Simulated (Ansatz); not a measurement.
Mulliken charges of GeH$_{6}$SeSi (`[SiH3][Se][GeH3]`) from ωB97M-V/def2-TZVPP in Ansatz (PBE0-D4/def2-TZVP geometry).

```tsv
atom	x (Å)	y (Å)	z (Å)	charge (e)
Si1	-0.755	0.821	-1.278	0.122
Se2	1.368	0.709	-0.472	-0.256
Ge3	0.847	-0.802	1.261	0.061
H4	-1.227	-0.518	-1.719	-0.011
H5	-0.718	1.749	-2.434	-0.008
H6	-1.690	1.335	-0.244	-0.011
H7	0.279	-2.099	0.666	0.033
H8	2.166	-1.072	1.994	0.037
H9	-0.183	-0.169	2.210	0.033
```

Q: By hand: the dipole of these point charges (1 e Å = 4.8032 D).

A: Σ q r = (-0.270, -0.268, 0.252) e Å, of length 0.456 e Å = 2.19 D.

Q: How does the dipole of the full density compare? (Best estimate.)

A: The calculation gave: (-0.144, -0.130, 0.118) e Å, 1.09 D; the point charges give 2.01 times that, at 3° from its direction.

Point charges leave out the atoms' own dipoles, such as those of lone pairs, and Mulliken's split depends on the basis, so the two needn't agree.
